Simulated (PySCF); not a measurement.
# Mg (magnesium, neutral) across methods

[Ne] 3s2, closed-shell 1S. All numbers are calculated (PySCF 2.14, the non-relativistic Hamiltonian (point nucleus), in aug-cc-pCVQZ).

```json
{"method": "UHF", "E (hartree)": "-199.61423", "mean ε 2s (eV)": "-102.53", "mean ε 2p (eV)": "-62.103", "mean ε 3s (eV)": "-6.886", "Σ⟨r²⟩ (bohr²)": "29.61", "⟨S²⟩": "0.000"}
{"method": "MN15", "E (hartree)": "-200.0180", "mean ε 2s (eV)": "-83.610", "mean ε 2p (eV)": "-52.036", "mean ε 3s (eV)": "-5.756", "Σ⟨r²⟩ (bohr²)": "29.65", "⟨S²⟩": "0.000"}
{"method": "r2SCAN", "E (hartree)": "-200.0433", "mean ε 2s (eV)": "-82.716", "mean ε 2p (eV)": "-48.177", "mean ε 3s (eV)": "-4.812", "Σ⟨r²⟩ (bohr²)": "28.50", "⟨S²⟩": "0.000"}
{"method": "PBE", "E (hartree)": "-199.9541", "mean ε 2s (eV)": "-79.530", "mean ε 2p (eV)": "-46.634", "mean ε 3s (eV)": "-4.698", "Σ⟨r²⟩ (bohr²)": "28.28", "⟨S²⟩": "0.000"}
{"method": "wB97X-V", "E (hartree)": "-200.0371", "mean ε 2s (eV)": "-87.402", "mean ε 2p (eV)": "-52.959", "mean ε 3s (eV)": "-7.284", "Σ⟨r²⟩ (bohr²)": "28.37", "⟨S²⟩": "0.000"}
{"method": "PBEsol", "E (hartree)": "-199.5165", "mean ε 2s (eV)": "-79.284", "mean ε 2p (eV)": "-46.576", "mean ε 3s (eV)": "-4.674", "Σ⟨r²⟩ (bohr²)": "28.30", "⟨S²⟩": "0.000"}
{"method": "PBE0", "E (hartree)": "-199.9700", "mean ε 2s (eV)": "-85.543", "mean ε 2p (eV)": "-50.751", "mean ε 3s (eV)": "-5.426", "Σ⟨r²⟩ (bohr²)": "28.33", "⟨S²⟩": "0.000"}
{"method": "LDA", "E (hartree)": "-199.1385", "mean ε 2s (eV)": "-78.990", "mean ε 2p (eV)": "-46.750", "mean ε 3s (eV)": "-4.773", "Σ⟨r²⟩ (bohr²)": "28.05", "⟨S²⟩": "0.000"}
```
